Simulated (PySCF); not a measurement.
Molecule: 4,4,4-trifluorobutan-2-one (CC(=O)CC(F)(F)F, C4H5F3O).

Mapped SMILES: `[CH3:1][C:2](=[O:3])[CH2:4][C:5]([F:6])([F:7])[F:8]`. Each H is labelled by its parent atom.

Geometry PBE0-D3(BJ)/def2-SVP throughout; GIAO in PySCF 2.14, gas phase, one conformer, non-relativistic; equivalent atoms averaged; functional PBE0.

For orientation, 6-31G gives these shifts δ (against TMS, H2O, CFCl3 at the same level): C2 193.5, C5 128.4, C4 49.9, C1 30.5, O3 687.1, F6/F7/F8 -87.0, H(C4) 2.92, H(C1) 2.55 ppm.

A run gave: C2 131.4, C5 97.0, C4 32.4, C1 26.8, O3 635.6, F6/F7/F8 -92.0, H(C4) 2.38, H(C1) 2.14 ppm (shifts δ (against TMS, H2O, CFCl3 at the same level)).

Question: Which basis set was used in that run?
A. STO-3G
B. def2-TZVP
C. aug-cc-pVDZ
D. cc-pVTZ

Answer: A. C2 tells them apart best: STO-3G gives 131.4, cc-pVTZ gives 201.2, def2-TZVP gives 203.4, aug-cc-pVDZ gives 197.2 ppm.
